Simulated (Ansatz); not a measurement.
# Abstraction of F: CBrCl2F + C2H5Sn → CBrCl2 + C2H5FSn

Species: CBrCl2F (bromodichlorofluoromethane) `FC(Cl)(Cl)Br`, singlet; C2H5Sn `C=[CH][SnH2]`, doublet; CBrCl2 `Cl[C](Cl)Br`, doublet; C2H5FSn `C=[CH][SnH2][F]`, singlet. A radical takes F: the energy is the difference in strength between the C–F bond broken and the Sn–F bond made.

Shapes, held fixed at every level: PBE0-D4/def2-TZVP. Flexible molecules stand in one conformer, not always the lowest. Programs: Ansatz 0.2.0. The zero-point and thermal change to 298 K, harmonic and unscaled (PBE0-D4/def2-TZVP), is +0.1 kJ/mol.

| level | kind | ΔH(298 K) (kJ/mol) | less CCSD(T)/def2-TZVPP |
| --- | --- | --- | --- |
| HF/def2-SVP | Hartree–Fock | -65.2 | -6.6 |
| HF/def2-TZVPP | Hartree–Fock | -84.5 | -25.9 |
| PBE-D4/def2-TZVPP | GGA | -52.4 | +6.2 |
| B3LYP-D4/def2-TZVPP | global hybrid | -63.5 | -4.9 |
| BHLYP-D4/def2-TZVPP | global hybrid | -70.4 | -11.8 |
| r2SCAN0-D4/def2-TZVPP | global hybrid | -63.0 | -4.4 |
| CCSD/def2-TZVPP | coupled cluster or CI | -62.4 | -3.8 |
| CCSD(T)/def2-TZVPP | coupled cluster or CI | -58.6 | 0.0 |

The highest level, CCSD(T)/def2-TZVPP, gives ΔH(298 K) = -58.6 kJ/mol; the levels span -84.5 to -52.4. The column of differences is taken from that level and isn't an error. No measured value is set beside it here. Spin contamination: C2H5Sn (⟨S²⟩ up to 0.83). Open shells run unrestricted unless RO is named. For atoms past krypton def2 sets carry core potentials with scalar relativity. Relativity is left out for Br unless named. Correlated rows may include outer-core shells of Br, Sn, which these sets cover unevenly.
